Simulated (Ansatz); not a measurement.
Two members of one family (B2H6-nXn), computed with Ansatz in the gas phase. The two geometries come from different levels. Binding counts from free atoms in the multiplicity of their measured ground term, without zero-point energy. A dash marks a value that wasn't run or was left out as unsound. The structures are stationary points that may keep the symmetry of their start. Remarks come from the PBE and PBE0 runs and from stability tests at other levels; not every state was tested. HOMO above LUMO (over both spins in singlets and doublets, within one spin in higher multiplets; at PBE or PBE0), or a gap under 0.15 eV within one spin, warns that the state may not be the lowest or that an electron is smeared out.

First: diborane tri Cl (singlet, charge 0, r2SCAN-D4/def2-SVP geometry).

```xyz
8

B    -0.173   -0.598   -0.611
Cl   -0.172   -2.336   -0.260
Cl   -0.530   -0.004   -2.236
H     0.986   -0.072   -0.139
B     0.196    0.566    0.717
Cl    0.206    2.311    0.408
H     0.432    0.114    1.803
H    -0.946    0.019    0.318
```

| level | HOMO (eV) | LUMO (eV) | gap (eV) | vertical IE (eV) | vertical triplet (eV) | binding per atom (eV) |
| --- | --- | --- | --- | --- | --- | --- |
| PBE-D4/def2-SVP | -7.46 | -2.03 | 5.43 | – | – | 3.55 |
| r2SCAN-D4/def2-TZVP | -8.04 | -2.09 | 5.95 | 10.80 | 5.56 | 3.47 |
| B3LYP-D4/def2-TZVP | -8.81 | -1.59 | 7.23 | – | – | 3.38 |
| PBE0-D4/def2-TZVP | -9.08 | -1.43 | 7.65 | 11.08 | 5.85 | 3.46 |
| PBE0-D4/def2-TZVPD | -9.11 | -1.51 | 7.60 | – | – | 3.45 |

Remarks: gap within one spin near zero at PBE or PBE0 (+1 doublet).

Second: B2H6 (singlet, charge 0, PBE-D4/def2-TZVP geometry).

```xyz
8

B     0.639    0.521    0.302
H     0.807    0.612    1.484
H     1.317    1.125   -0.479
H     0.633   -0.756   -0.033
B    -0.639   -0.521   -0.302
H    -0.807   -0.612   -1.484
H    -1.316   -1.125    0.479
H    -0.633    0.756    0.033
```

Q: Estimate the same table for the second.

A: 
```json
{"level": "PBE-D4/def2-SVP", "HOMO (eV)": "-7.71", "LUMO (eV)": "-1.94", "gap (eV)": "5.77", "vertical IE (eV)": "–", "vertical triplet (eV)": "–", "binding per atom (eV)": "3.31"}
{"level": "r2SCAN-D4/def2-TZVP", "HOMO (eV)": "-8.13", "LUMO (eV)": "-1.63", "gap (eV)": "6.50", "vertical IE (eV)": "11.47", "vertical triplet (eV)": "5.79", "binding per atom (eV)": "3.32"}
{"level": "B3LYP-D4/def2-TZVP", "HOMO (eV)": "-9.05", "LUMO (eV)": "-1.16", "gap (eV)": "7.89", "vertical IE (eV)": "–", "vertical triplet (eV)": "–", "binding per atom (eV)": "3.31"}
{"level": "PBE0-D4/def2-TZVP", "HOMO (eV)": "-9.21", "LUMO (eV)": "-0.98", "gap (eV)": "8.23", "vertical IE (eV)": "11.71", "vertical triplet (eV)": "6.10", "binding per atom (eV)": "3.30"}
{"level": "PBE0-D4/def2-TZVPD", "HOMO (eV)": "-9.21", "LUMO (eV)": "-0.98", "gap (eV)": "8.23", "vertical IE (eV)": "–", "vertical triplet (eV)": "–", "binding per atom (eV)": "3.30"}
```
